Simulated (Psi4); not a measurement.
HCl₃Ge (SMILES [Cl][GeH]([Cl])[Cl]), singlet, at a GFN2-xTB geometry, with bond 3-1 at 2.2 times its length; Psi4 with HF/3-21G.

The Psi4 input:
```
memory 2 GB

molecule mol {
0 1
Ge   -0.029779   -0.002099    0.416850
Cl   -0.201481    1.973713   -0.305508
Cl    4.075873   -1.739220   -0.882687
Cl   -1.570755   -1.177489   -0.419194
H    -0.138315   -0.009749    1.936159
}

set {
  basis 3-21g
  reference rhf
  stability_analysis check
  scf_type pk
}

energy('scf')
print_variables()
```

Question: Write the output that Psi4 gives for this input, abridged.

Answer: 
```
   => Loading Basis Set <=

    Name: 3-21G
    Role: ORBITAL
    Keyword: BASIS

         ---------------------------------------------------------
                                   SCF
               by Justin Turney, Rob Parrish, Andy Simmonett
                          and Daniel G. A. Smith
                              RHF Reference
         ---------------------------------------------------------

  ==> Geometry <==

    Molecular point group: c1
    Full point group: C1

    Geometry (in Angstrom), charge = 0, multiplicity = 1:

       Center              X                  Y                   Z               Mass
    ------------   -----------------  -----------------  -----------------  -----------------
         GE          -0.464703252183     0.182183095751     0.547209071243    73.921177761000
         CL          -0.636405252183     2.157995095751    -0.175148928757    34.968852682000
         CL           3.640948747817    -1.554937904249    -0.752327928757    34.968852682000
         CL          -2.005679252183    -0.993206904249    -0.288834928757    34.968852682000
         H           -0.573239252183     0.174533095751     2.066518071243     1.007825032230

  Running in c1 symmetry.

  Rotational constants: A =      0.06987  B =      0.02210  C =      0.01804 [cm^-1]
  Rotational constants: A =   2094.64134  B =    662.65227  C =    540.71624 [MHz]
  Nuclear repulsion =  451.781512780259050

  Charge       = 0
  Multiplicity = 1
  Electrons    = 84
  Nalpha       = 42
  Nbeta        = 42

  ==> Algorithm <==

  SCF Algorithm Type is PK.
  DIIS enabled.
  MOM disabled.
  Fractional occupation disabled.
  Guess Type is SAD.
  Energy threshold   = 1.00e-06
  Density threshold  = 1.00e-06
  Integral threshold = 1.00e-12

  ==> Primary Basis <==

  Basis Set: 3-21G
    Blend: 3-21G
    Number of shells: 33
    Number of basis functions: 64
    Number of Cartesian functions: 64
    Spherical Harmonics?: false
    Max angular momentum: 2

  ==> Integral Setup <==

  Using in-core PK algorithm.
   Calculation information:
      Number of atoms:                   5
      Number of AO shells:              33
      Number of primitives:             72
      Number of atomic orbitals:        64
      Number of basis functions:        64

      Integral cutoff                 1.00e-12
      Number of threads:                 1

  Performing in-core PK
  Using 4328480 doubles for integral storage.
  We computed 89901 shell quartets total.
[...]
	Sorting File: SO Ints (nn|nn) nbuckets = 1
	Constructing frozen core operators
	Starting first half-transformation.
	Sorting half-transformed integrals.
	First half integral transformation complete.
	Starting second half-transformation.
	Two-electron integral transformation complete.
	Starting first half-transformation.
	Sorting half-transformed integrals.
	First half integral transformation complete.
	Starting second half-transformation.
	Two-electron integral transformation complete.
    Lowest singlet (RHF->RHF) stability eigenvalues:
       A 0.019538         A 0.019592         A 0.149366         A 0.184343
       A 0.193802

    Lowest triplet (RHF->UHF) stability eigenvalues:
       A -0.194555        A -0.010757        A -0.010703        A 0.120602
       A 0.134044

  ==> Post-Iterations <==

    Orbital Energies [Eh]
    ---------------------

    Doubly Occupied:

[...]
    Virtual:

[...]
      64A      8.255919

    Final Occupation by Irrep:
              A
    DOCC [    42 ]
    NA   [    42 ]
    NB   [    42 ]

  @RHF Final Energy: -3437.75075214003755

   => Energetics <=

    Nuclear Repulsion Energy =            451.7815127802590496
    One-Electron Energy =               -5678.6007276159325556
    Two-Electron Energy =                1789.0684626956362990
    Total Energy =                      -3437.7507521400375481

Computation Completed

Properties will be evaluated at   0.000000,   0.000000,   0.000000 [a0]

Properties computed using the SCF density matrix

 Multipole Moments:

 ------------------------------------------------------------------------------------
     Multipole            Electronic (a.u.)      Nuclear  (a.u.)        Total (a.u.)
 ------------------------------------------------------------------------------------

 L = 1.  Multiply by 2.5417464519 to convert [e a0] to [Debye]
 Dipole X            :         -6.2854637            2.9044123           -3.3810514
 Dipole Y            :          2.5892212           -1.1870371            1.4021841
 Dipole Z            :          3.9350241           -2.0788726            1.8561515
 Magnitude           :                                                    4.1040135

 ------------------------------------------------------------------------------------

  Variable Map:
  ----------------------------------------------------------------------------
[...]
  Array Variable Map:
  ----------------------------------------------------------------------------
[...]
[...]
```
